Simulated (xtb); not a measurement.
H₃NSeTe, SMILES N[Te][SeH]. All values are semi-empirical tight-binding results from xtb (GFN2-xTB unless named), good for trends rather than for accurate numbers. Coordinates come from a GFN2-xTB optimisation. One conformer was computed; it need not be the lowest.

Optimised geometry:

Bonded distances (Å): Te1–N2 2.044, Te1–Se5 2.482, N2–H3 1.011, N2–H4 1.010, Se5–H6 1.449. Bond angles (°): N2–Te1–Se5 94.1, Te1–N2–H3 111.9, Te1–N2–H4 112.2, H3–N2–H4 107.6, Te1–Se5–H6 99.9.
Charge 0, spin multiplicity 1.

Computed properties:
- orbital gap: 3.79 eV
- zero-point energy: 19.9 kcal/mol
- G − E(el) at 298.15 K (modified RRHO): 0.2 kcal/mol
- static polarisability (D4 model): 78.2 bohr³
- solvation energy, GFN2-xTB/ALPB(water): -5.2 kcal/mol
- solvation energy, GFN2-xTB/ALPB(ether): -6.8 kcal/mol

Computed atomic charges and the Wiberg bond orders between heavy atoms:
charges (e) Te1 0.14, N2 -0.36, H3 0.15, H4 0.15, Se5 -0.23, H6 0.14. Bond orders Te1–N2 1.16, Te1–Se5 1.20.
